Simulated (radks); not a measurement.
The numbers below are computed, except where a source is named.
Spherical quantum dot in the effective-mass picture: electrons in a well V = -V0 / (1 + exp((r - R)/a)) with V0 = 8.39, R = 7.76, a = 0.53, with a point charge +1 (a donor) at the centre, all in effective atomic units (hartree* = m*/eps^2 hartree, bohr* = eps/m* bohr), one dielectric constant everywhere. Level of theory: non-relativistic Kohn-Sham, LDA (Slater exchange, Perdew-Wang correlation), spin-polarised, spherical densities (a radial shooting solver with Libxc functionals). Levels are named by radial order and angular momentum (1s, 1p, 1d, 2s, ...), and open shells are averaged over m.

N = 16, configuration 1s2 1p6 1d(up 5, down 2) 2s(up 1, down 0). This is the lowest configuration that the search found. Occupied and some empty levels:

| level | occupation | eigenvalue (hartree*) | <r> (bohr*) |
|---|---|---|---|
| 1s up | 1 | -5.6423 | 4.190 |
| 1s down | 1 | -5.6112 | 4.547 |
| 1p up | 3 | -5.5745 | 4.926 |
| 1p down | 3 | -5.5522 | 4.931 |
| 1d up | 5 | -5.4829 | 5.105 |
| 2s up | 1 | -5.4826 | 2.438 |
| 1d down | 2 | -5.4608 | 5.106 |
| 2s down | 0 | -5.3788 | 2.423 |
| 1f up | 0 | -5.3588 | 5.252 |
| 1f down | 0 | -5.3368 | 5.255 |
| 1g up | 0 | -5.2051 | 5.383 |
| 1g down | 0 | -5.1832 | 5.387 |
| 2p up | 0 | -5.1166 | 3.681 |
| 2p down | 0 | -5.0871 | 3.771 |

Energy (hartree*): total -111.502, kinetic 3.9652, external -136.04, Hartree 24.128, exchange-correlation -3.5539.
